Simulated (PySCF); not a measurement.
Y2N2 at several levels of theory

Computed with PySCF 2.14.0 (density fitting, no spin-orbit coupling) at the geometry relaxed with BP86:

```xyz
4
Y2N2 (singlet)
Y     0.0000    0.0000    1.4991
Y     0.0000    0.0000   -1.4991
N     1.3745    0.0000    0.0000
N    -1.3745    0.0000    0.0000
```

```
level                                basis    state  HOMO (eV)  gap (eV)  charge on Y1 (e)  dipole about the centre of mass (D)  largest force component (eV/Å)
 BP86    Y def2-SVP with ECP28, N def2-SVP  singlet      -3.53      1.28              0.40                                 0.00                            0.01
 BP86  Y def2-TZVP with ECP28, N def2-TZVP  singlet      -3.52      1.30              0.74                                 0.00                            0.06
 BP86           Y x2c-SVPall, N x2c-SVPall  singlet      -3.45      1.26              0.44                                 0.00                            0.20
```

Charges are Mulliken's, which hang on the basis. The relaxation used the grid (50, 194), these runs (75, 302) or, all-electron (x2c bases, spin-free X2C Hamiltonian), (99, 590).

Order these levels, in the first row's basis, by the HOMO–LUMO gap they give here, smallest first.
A. wB97X
B. PBE0
C. r2SCAN
D. PBE

D (1.16 eV), C (1.54 eV), B (2.62 eV), A (6.07 eV).

And their other results?


```json
{"level": "PBE0", "state": "singlet", "HOMO (eV)": "-4.21", "gap (eV)": "2.62", "charge on Y1 (e)": "0.50", "dipole about the centre of mass (D)": "0.00", "largest force component (eV/Å)": "0.81"}
{"level": "PBE", "state": "singlet", "HOMO (eV)": "-3.42", "gap (eV)": "1.16", "charge on Y1 (e)": "0.40", "dipole about the centre of mass (D)": "0.00", "largest force component (eV/Å)": "0.09"}
{"level": "wB97X", "state": "singlet", "HOMO (eV)": "-6.16", "gap (eV)": "6.07", "charge on Y1 (e)": "0.50", "dipole about the centre of mass (D)": "0.00", "largest force component (eV/Å)": "0.92"}
{"level": "r2SCAN", "state": "singlet", "HOMO (eV)": "-3.39", "gap (eV)": "1.54", "charge on Y1 (e)": "0.49", "dipole about the centre of mass (D)": "0.00", "largest force component (eV/Å)": "0.36"}
```

In the first row's basis the gap widens with exact exchange: 1.2 to 1.5 eV for PBE, BP86, r2SCAN (none); 2.6 eV for PBE0 (a fixed share); 6.1 eV for wB97X (rising or full at long range).
